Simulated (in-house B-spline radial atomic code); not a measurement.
How numerical settings move a run on the rubidium ion Rb³⁺, [Ar] 3d10 4s2 4p4. Computed with an all-electron radial atomic-structure program (B-spline basis): non-relativistic M06-L, spin-polarised, spherical fractional occupations, point nucleus.

Command:
```bash
python run_scf.py task.json out
```
Settings of the sound reference run:
```
Z                37
electrons        34
configuration    [Ar] 3d10 4s2 4p4
hamiltonian      nr
method           m06l
spin_polarised   True
knot_spacing     0.22
spline_order     8
gauss_points     12
box_radius       16.22
max_iterations   70
damping          0.5
damped_steps     3
diis_vectors     10
tolerance        1e-08
start            Thomas-Fermi
```

Time taken, with all properties: 0.39 s on 1 thread of Intel(R) Xeon(R) Platinum 8488C, with other jobs on the host.

It converges in 10 iterations to -2937.452636 hartree, with 4p down at -44.9632 eV. The other runs change the listed settings, some to values that make no sense; their results aren't properties of the atom or ion. Radii are in bohr (the nuclear one in fm), a minus after a letter asks for a j subshell, and «unchanged» means within 1e-8 hartree. The run stops when the residual is below 10 × tolerance × max(1, Z/10), or a noise floor if that is larger, and the energy moves by less than 1e-8 × √|E| hartree; so very loose and very tight tolerances often act alike.

```tsv
changed settings	outcome
hamiltonian = dirac, method = hf, nucleus = fermi, rms_radius = 4.2036, mass_number = 85, atomic_mass = 84.91179, speed_of_light = 137.036	stopped with error: spin polarisation is not served with the Dirac Hamiltonian
damped_steps = 30	converged in 22 iterations, energy unchanged, 4p down level -2.6e-06 eV
gauss_points = 6, first_knot = 2.7e-05, max_iterations = 100, tolerance = 1e-06	converged in 7 iterations, energy -1.78e-04 hartree from the reference, 4p down level +1.5e-02 eV
damped_steps = 1	converged in 8 iterations, energy unchanged, 4p down level -1.7e-06 eV
diis_vectors = 20	converged in 10 iterations, energy unchanged
diis_vectors = 4	converged in 10 iterations, energy unchanged, 4p down level -1.2e-06 eV
gauss_points = 3, first_knot = 0.0027, max_iterations = 100, damped_steps = 0	converged in 8 iterations, energy -2.31e+05 hartree from the reference, 4p down level +5.7e+00 eV
diis_vectors = 1	converged in 23 iterations, energy unchanged, 4p down level -5.0e-06 eV
```

Q: What happens with first_knot = 0.00027, max_iterations = 60, damped_steps = 30, tolerance = 1e-10?

A: Converged in 19 iterations, energy -4.15e-04 hartree from the reference, 4p down level -1.2e-02 eV.

Q: What happens with diis_vectors = 2?

A: Converged in 10 iterations, energy unchanged, 4p down level -7.9e-06 eV.

Q: What happens with damped_steps = 8?

A: Converged in 12 iterations, energy unchanged, 4p down level -2.6e-06 eV.

Q: What happens with tolerance = 1e-06?

A: Converged in 7 iterations, energy unchanged, 4p down level -3.5e-04 eV.
